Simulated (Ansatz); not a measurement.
Calculated with Ansatz (gas phase, PBE0-D4/def2-TZVP geometries, no zero-point term in ΔE). CCSD(T)/CBS adds triple-zeta CCSD(T) − MP2 to the extrapolated MP2 energy (def2 sets, frozen cores). Functionals use def2-TZVPP. One conformer a species, not always the lowest.

Reaction (redistribution): `N[SiH](O)[SiH2]O` + `N[SiH2][SiH2]F` → `N[SiH](N)O` + `O[SiH2][SiH2][SiH2]F`

`N[SiH](O)[SiH2]O`:

Cartesian coordinates in Å:
```
N 1.397 -1.462 -0.051
Si 0.622 -0.040 0.488
O -0.570 -0.215 1.640
Si -0.697 0.925 -1.194
O -2.101 1.422 -0.474
H 0.945 -2.146 -0.635
H 2.250 -1.808 0.354
H 1.724 0.780 1.065
H -0.323 -0.525 2.514
H -0.054 2.092 -1.853
H -0.974 -0.081 -2.263
H -2.221 1.058 0.408
```

`N[SiH2][SiH2]F`:

```xyz
10

N     1.372    0.994    0.546
Si    0.689   -0.117   -0.580
Si   -1.454   -0.682    0.187
F    -2.280    0.676    0.456
H     0.826    1.785    0.849
H     2.348    1.236    0.486
H     0.588    0.363   -1.994
H     1.538   -1.340   -0.607
H    -2.214   -1.482   -0.812
H    -1.414   -1.433    1.470
```

`N[SiH](N)O`:

Z-matrix (Å, degrees):
```
Si
N 1 1.706
O 1 1.648 2 119.3
N 1 1.713 2 104.7 3 119.0
H 1 1.482 2 106.1 3 -114.4
H 2 1.007 1 121.6 3 -73.1
H 2 1.006 1 120.9 3 78.5
H 3 0.959 1 116.3 2 67.1
H 4 1.007 1 119.8 2 -170.5
H 4 1.007 1 119.6 2 45.7
```

`O[SiH2][SiH2][SiH2]F`:

```xyz
12

O     0.205    0.753   -1.975
Si    1.417    0.463   -0.885
Si    0.318    0.273    1.172
Si   -1.688   -0.854    0.739
F    -2.429   -1.244    2.112
H     0.446    0.880   -2.894
H     2.433    1.554   -0.900
H     2.134   -0.806   -1.204
H     0.045    1.612    1.761
H     1.163   -0.506    2.120
H    -2.618   -0.006   -0.047
H    -1.426   -2.118    0.001
```

```csv
level,ΔE (kcal/mol)
PBE,-11.0
r2SCAN,-12.5
MP2/def2-TZVPP,-12.6
CCSD/CBS(def2),-12.3
```

(1) What does CCSD(T)/CBS give? (An estimate is asked.)

Largest T1 diagnostic among the species: 0.013.

Answers

(1) Ansatz gave: -12.3 kcal/mol. The listed levels differ from it by 1.3, -0.2, -0.3, 0.0 kcal/mol.

From PBE to PBE0 (25 % exact exchange), in def2-TZVPP and without D4, ΔE moves by −0.8 kcal/mol.

CCSD(T)/CBS has its own doubt, a few kJ/mol and more with outer-core shells, so smaller differences from it don't rank the levels.
